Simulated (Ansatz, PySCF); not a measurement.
C2H5Se (SMILES [CH2][Se]C), doublet, at a GFN2-xTB geometry, with bond 6-3 at 2.4 times its length. Base run: CASSCF(5,7)/6-31G (PySCF).

The PySCF input:
```python
from pyscf import gto, scf, mcscf
import numpy

mol = gto.Mole()
mol.atom = '''
    C     1.48956567    0.13885967   -0.61536879
    Se   -0.00009780   -0.18766465    0.39607826
    C    -1.34618283    0.48156400   -0.85242254
    H     2.42885529   -0.13216691   -0.16770282
    H     1.47335241    0.99130559   -1.27250039
    H    -0.95286118    3.03320843   -1.23836616
    H    -1.24940324   -0.06179303   -1.78915892
    H    -2.32747771    0.31596109   -0.41731849
'''
mol.basis = '6-31g'
mol.spin = 1
mol.verbose = 4
mol.build()

mf = scf.ROHF(mol)
mf.kernel()
mc = mcscf.CASSCF(mf, 7, 5)
mc.fix_spin_(ss=0.75)
mc.kernel()
occ = numpy.linalg.eigvalsh(mc.fcisolver.make_rdm1(mc.ci, mc.ncas, mc.nelecas))[::-1]
ss = mc.fcisolver.spin_square(mc.ci, mc.ncas, mc.nelecas)[0]
print('natural occupations', occ.round(4), ' <S^2>', round(ss, 4))
```

Programs used: Ansatz (a program for electronic structure), PySCF; a row that names a program was run with it.

The base run was repeated with changes; each row names its change, and settings that it needs were set with it.

```csv
change,ΔE vs base (kcal/mol),natural occupations,<S^2> of the state
base,0.000,1.96 1.47 1.00 0.53 0.04 0.00 0.00,0.75
"active space = 3 electrons, 5 orbitals",15.97,1.46 1.00 0.54 0.00 0.00,0.75
fix_spin_ = off,0.000,1.96 1.47 1.00 0.53 0.04 0.00 0.00,0.75
state_average = 2 states,0.282,-,-
correction = SC-NEVPT2,-219.5,1.96 1.47 1.00 0.53 0.04 0.00 0.00,0.75
orbitals = fixed (CASCI); correction = SC-NEVPT2,-219.5,1.99 1.51 1.00 0.49 0.01 0.00 0.00,0.75
"active space = 5 electrons, 6 orbitals",0.86,1.96 1.47 1.00 0.53 0.04 0.00,0.75
code = ansatz,-2.11,-,-
"code = ansatz; correction = SC-NEVPT2, all electrons",-241.5,-,-
"active space = 7 electrons, 7 orbitals",-3.19,1.99 1.96 1.48 1.00 0.53 0.04 0.01,0.75
conv_tol = 1e-5,0.001,1.96 1.47 1.00 0.53 0.04 0.00 0.00,0.75
```

Active orbitals are taken around the Fermi level unless the row says otherwise; CASSCF can end in different local minima, and two programs can end on different orbitals. State-averaged rows give the lowest state.

Open shells are given as the SCF converged; they aren't shown to be the lowest states, and a large step between rows can be another state.
